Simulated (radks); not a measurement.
The numbers below are computed, except where a source is named.
Task: These are the eigenvalues of the occupied orbitals of an atom or ion with whole-number occupations (hartree). Code: a radial shooting solver on a logarithmic mesh with Libxc functionals. Model: Dirac Kohn-Sham, PBEsol, spin-unpolarised, spherical densities, point nucleus.

1s1/2: -554.5426
2s1/2: -76.33182
2p1/2: -69.49745
2p3/2: -67.26502
3s1/2: -13.50390
3p1/2: -11.05336
3p3/2: -10.71636
3d3/2: -6.42176
3d5/2: -6.36416
4s1/2: -3.43574
4p1/2: -2.78423

Which element is it, and in what charge state? The configuration may be excited. Open shells, if any, fill j = l - 1/2 first.

Result: Z = 37, rubidium, charge +5: Rb5+ in [Ar] 3d10 4s2 4p2. The list shows which subshells hold electrons but not how many an open one holds; the 1s level, -554.54 hartree, gives Z - s = 33.3 by -(Z - s)^2/2, which with screening and relativity narrows Z to a few neighbours, and the depths of the outer levels then fix element, charge and occupations together.
